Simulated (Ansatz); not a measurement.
FK (SMILES [F][K]), singlet, at a GFN2-xTB geometry (such geometries of metal compounds can be far from the true shape); HF/6-311G** run with Ansatz (a program for electronic structure).

The Ansatz input:
Ansatz 0.2 input:
```yaml
crystal:
  periodic: [false, false, false]
  atoms:
    - {symbol: K, position_ang: [-0.00000000, -0.00000000, -0.64992819]}
    - {symbol: F, position_ang: [0.00000000, 0.00000000, 1.37207062]}
basis:
  gaussian:
    orbitals: 6-311G__.json
    point_charges:
      - {charge: 1.0, position_ang: [-3.0512, 0.7254, 2.8615]}
hamiltonian:
  xc: hf
```
The basis file holds 6-311G** in the JSON format of the Basis Set Exchange.

### Question
Predict the main parts of the log of this Ansatz run.

### Answer

```
Functional definition: HF
492 factors; integrals over basis functions are off by at most 7.2e-4 eV
mean field evaluation 1: about -19009.2382 eV, gradient 4.1e1 eV
mean field evaluation 2: about -19009.2398 eV, gradient 4.1e1 eV
mean field evaluation 4: about -19011.8942 eV, gradient 1.1e0 eV
mean field evaluation 8: about -19011.8972 eV, gradient 9.8e-4 eV
mean field -19011.89722313 eV, -698.6743362231 hartree, gradient 1.7e-5 eV, S^2 0.000000; 0 other end points of the search recorded, 0 dependent functions left out
reference -19011.89722313 eV, -698.6743362231 hartree; 14, 14 occupied and 43, 43 virtual orbitals, 492 factors
Total energy: -19011.89722313 eV, -698.6743362231 hartree
```
